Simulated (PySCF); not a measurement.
Unrelated species, one level of theory. The calculation used TDDFT PBE0/def2-SVPD, vertical, gas phase, core orbitals frozen in the response (PySCF). Geometries: GFN2-xTB; one conformer of each isolated species. Triplets are in the Tamm–Dancoff approximation.

Question: Rank by computed lowest singlet excitation energy, lowest first.
A. `O=C(F)C1CCCC1`
B. `[H]/N=C/[C@@H]1C[C@@H]2C[C@@H]2C1`
C. `C=CN1C=C(C)CC1`
D. `C[C@@H]1CC[C@@H](C#N)C1`
E. `[H]/N=C/[C@@H]1[C@H]2CCC[C@@H]12`

Answer: C (4.61 eV), B (5.20 eV), E (5.32 eV), A (6.06 eV), D (7.74 eV).

| SMILES | S1 (eV) | f (S1) | HOMO (eV) | gap (eV) | first f ≥ 0.01 (nm) | LUMO (eV) | S1 mainly |
| --- | --- | --- | --- | --- | --- | --- | --- |
| C=CN1C=C(C)CC1 | 4.61 | 0.007 | -4.98 | 5.58 | 250 | 0.60 | H→L+1 (97%) |
| [H]/N=C/[C@@H]1C[C@@H]2C[C@@H]2C1 | 5.20 | 0.002 | -7.29 | 7.11 | 178 | -0.18 | H→L (87%) |
| [H]/N=C/[C@@H]1[C@H]2CCC[C@@H]12 | 5.32 | 0.001 | -7.27 | 7.31 | 182 | 0.04 | H→L (97%) |
| O=C(F)C1CCCC1 | 6.06 | 0.002 | -8.88 | 8.36 | 147 | -0.52 | H→L (92%) |
| C[C@@H]1CC[C@@H](C#N)C1 | 7.74 | 0.002 | -9.01 | 9.32 | 153 | 0.31 | H→L (38%) |

H and L stand for HOMO and LUMO.

- `C=CN1C=C(C)CC1`: Löwdin shares by element: HOMO carbon 47% or more, nitrogen 24% (atoms not listed hold the other 28%); LUMO carbon 66% or more (atoms not listed hold the other 34%).
- `[H]/N=C/[C@@H]1C[C@@H]2C[C@@H]2C1`: Löwdin shares by element: HOMO nitrogen 45%, carbon 26% or more (atoms not listed hold the other 29%); LUMO carbon 43% or more, nitrogen 33%, hydrogen 5% or more (atoms not listed hold the other 19%).
- `[H]/N=C/[C@@H]1[C@H]2CCC[C@@H]12`: Löwdin shares by element: HOMO nitrogen 58%, carbon 15% or more, hydrogen 13% or more; LUMO carbon 41% or more, nitrogen 35%, hydrogen 6% or more (atoms not listed hold the other 17%).
- `O=C(F)C1CCCC1`: Löwdin shares by element: HOMO oxygen 56%, carbon 18% or more, fluorine 9% (atoms not listed hold the other 18%); LUMO carbon 44% or more, oxygen 31%, fluorine 8% (atoms not listed hold the other 17%).
- `C[C@@H]1CC[C@@H](C#N)C1`: Löwdin shares by element: HOMO carbon 39% or more, nitrogen 33% (atoms not listed hold the other 28%); LUMO hydrogen 20% or more, carbon 19% or more (atoms not listed hold the other 61%).
